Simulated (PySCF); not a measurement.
A PySCF script (with the pyscf-properties extension) for the NMR shieldings of `[S@+]([AlH2-][CH3])(C)/C=C/Cl`, C$_{4}$H$_{10}$AlClS, on a GFN2-xTB geometry:

```python
import basis_set_exchange as bse
import numpy as np
from pyscf import gto, dft
from pyscf.prop import nmr

atoms = """
C    -2.241852    1.147306   -0.237173
Al   -1.353576   -0.583530    0.196859
S     0.798020   -0.408641   -1.092322
C     1.278502   -2.075162   -0.569865
C     1.447683    0.521009    0.252767
C     1.171085    1.806352    0.428525
Cl    1.868310    2.709709    1.706181
H    -1.875558    1.701494   -1.111036
H    -2.235746    1.853764    0.602908
H    -3.301730    0.945000   -0.442260
H    -0.597418   -0.836319    1.552986
H    -1.693976   -1.927890   -0.529108
H     0.695670   -2.358074    0.309529
H     2.344427   -2.093351   -0.364038
H     1.049915   -2.741692   -1.395807
H     2.121905   -0.016992    0.899562
H     0.517340    2.369047   -0.217618
"""
names = dict.fromkeys(["C", "Al", "S", "Cl", "H"], "pcSseg-1")
basis = {el: gto.basis.parse(bse.get_basis(n, elements=[el], fmt="nwchem")) for el, n in names.items()}
mol = gto.M(atom=atoms, basis=basis, charge=0, verbose=0)
mf = dft.RKS(mol, xc="PBE0")
mf.grids.level = 2
mf.grids.alignment = dft.numint.BLKSIZE   # the property module wants whole blocks of grid points
mf.conv_tol = 1e-9
mf.kernel()

calc = nmr.RKS(mf)   # GIAO
C = mf.mo_coeff
Co = C[:, mf.mo_occ > 0]
resp = mf.gen_response(singlet=True, hermi=2)
def vind(x):   # induced exchange potential for any number of trial vectors
    d = np.einsum("pi,xij,qj->xpq", C, 2 * x.reshape(-1, C.shape[1], Co.shape[1]), Co, optimize=True)
    return np.einsum("xpq,pi,qj->xij", resp(d - d.transpose(0, 2, 1)), C, Co, optimize=True).ravel()
mo1, _ = nmr.rhf.solve_mo1(calc, with_cphf=vind)
sigma = calc.kernel(mo1)
for i, s in enumerate(sigma):   # ppm
    print("%2d %-2s %9.2f" % (i, mol.atom_pure_symbol(i), np.trace(s) / 3))
```

Q: What does it print?

A: 
```
 0 C     200.71
 1 Al    385.42
 2 S     551.65
 3 C     159.32
 4 C      50.20
 5 C      55.41
 6 Cl    717.70
 7 H      32.14
 8 H      31.85
 9 H      31.91
10 H      27.64
11 H      27.46
12 H      28.49
13 H      29.41
14 H      29.43
15 H      25.98
16 H      25.62
```

These numbers come from an equivalent density-fitted implementation of the same equations, which agrees with the script to about 0.01 ppm for H and up to a few tenths of a ppm for heavy atoms, so last digits may differ.

Size and cost of the density-fitted run: 190 basis functions, 69 s wall time on 1 thread of an Arm Neoverse N1, shared host; peak memory 0.86 GiB.
